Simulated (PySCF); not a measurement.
Molfile (atoms numbered from 1):
```
C2H7AlClFO
     RDKit          3D

 13 12  0  0  0  0  0  0  0  0999 V2000
   -0.0470    1.5037   -0.1177 C   0  0  0  0  0  0  0  0  0  0  0  0
   -0.1042    0.0748   -0.0216 O   0  0  0  0  0  0  0  0  0  0  0  0
   -1.3877   -0.4756   -0.0171 C   0  0  0  0  0  0  0  0  0  0  0  0
   -2.0250   -0.1537    1.1258 F   0  0  0  0  0  0  0  0  0  0  0  0
    1.4525   -1.2029    0.0969 Al  0  0  0  0  0  4  0  0  0  0  0  0
    3.0477    0.2338    0.0894 Cl  0  0  0  0  0  0  0  0  0  0  0  0
   -0.4646    1.8182   -1.0861 H   0  0  0  0  0  0  0  0  0  0  0  0
   -0.6120    1.9451    0.7133 H   0  0  0  0  0  0  0  0  0  0  0  0
    1.0124    1.7753   -0.0533 H   0  0  0  0  0  0  0  0  0  0  0  0
   -1.2644   -1.5674   -0.0880 H   0  0  0  0  0  0  0  0  0  0  0  0
   -1.9606   -0.0788   -0.8723 H   0  0  0  0  0  0  0  0  0  0  0  0
    1.2240   -1.9885   -1.2693 H   0  0  0  0  0  0  0  0  0  0  0  0
    1.1360   -1.9008    1.4883 H   0  0  0  0  0  0  0  0  0  0  0  0
  1  2  1  0
  2  3  1  0
  3  4  1  0
  2  5  1  0
  5  6  1  0
  1  7  1  0
  1  8  1  0
  1  9  1  0
  3 10  1  0
  3 11  1  0
  5 12  1  0
  5 13  1  0
M  CHG  2   2   1   5  -1
M  END
```

Geometry: PBE0-D3(BJ)/def2-SVP; GIAO absolute shieldings from PySCF, gas phase, non-relativistic, averaged over equivalent atoms.

At WP04/pcSseg-1 (151 basis functions, 13 s wall time on 1 thread of an Arm Neoverse V1, shared host):
```json
{"atoms": "C3", "σ (ppm)": "68.0"}
{"atoms": "C1", "σ (ppm)": "112.7"}
{"atoms": "O2", "σ (ppm)": "257.5"}
{"atoms": "F4", "σ (ppm)": "351.0"}
{"atoms": "Al5", "σ (ppm)": "431.4"}
{"atoms": "Cl6", "σ (ppm)": "980.9"}
{"atoms": "H10/H11", "σ (ppm)": "26.34"}
{"atoms": "H7/H8/H9", "σ (ppm)": "27.53"}
{"atoms": "H12/H13", "σ (ppm)": "28.28"}
```

Predict the values at B97-2/pcSseg-1 on the same geometry.

## Answers


| atoms | σ at B97-2/pcSseg-1 | change |
| --- | --- | --- |
| C3 | 82.5 | +14.5 |
| C1 | 127.0 | +14.3 |
| O2 | 273.3 | +15.8 |
| F4 | 356.1 | +5.1 |
| Al5 | 427.6 | -3.8 |
| Cl6 | 978.9 | -2.0 |
| H10/H11 | 26.09 | -0.25 |
| H7/H8/H9 | 27.32 | -0.21 |
| H12/H13 | 27.30 | -0.98 |

The largest change is at O2 (donor oxygen of a Lewis adduct). Cost: 151 basis functions, 12 s wall time on 1 thread of an Arm Neoverse V1, shared host.
